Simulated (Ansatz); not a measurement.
Reaction (ligand exchange at the Al–N bond): `[NH2][Al]([SH])[SH]` + `O[SiH3]` → `[SiH3][O][Al]([SH])[SH]` + NH₃

Program: Ansatz. Geometries: PBE0-D4/def2-TZVP. ΔE: electronic, gas phase. CBS: MP2 limit from def2 TZ/QZ plus the TZ coupled-cluster correction, frozen cores. This one scheme is used for every species. DFT in def2-TZVPP. One conformer a species, not always the lowest.

```csv
level,ΔE (kJ/mol),difference from CCSD(T)/CBS
LDA (SPW92),-61.2,10.8
r2SCANh-D4,-71.5,0.5
PBE,-63.7,8.3
CAM-B3LYP,-71.2,0.8
LC-ωPBE,-66.4,5.6
HF/def2-TZVPP,-79.0,-7.0
MP2/def2-TZVPP,-72.5,-0.5
SCS-MP2/def2-TZVPP,-73.9,-1.9
SCS-MP2/def2-QZVPP,-73.6,-1.6
CCSD/CBS(def2),-72.8,-0.8
CCSD(T)/CBS,-72.0,0
```

Largest T1 diagnostic among the species: 0.012.

Leaving LDA and LC-ωPBE aside and taking each functional with its dispersion term where it has one, the values, not all of them listed here, spread over 12.8 kJ/mol, from BHLYP-D4 to revPBE-D4. At CCSD(T), def2-SVP lies −7.3 kJ/mol from the extrapolated value and def2-TZVPP −1.0 kJ/mol.
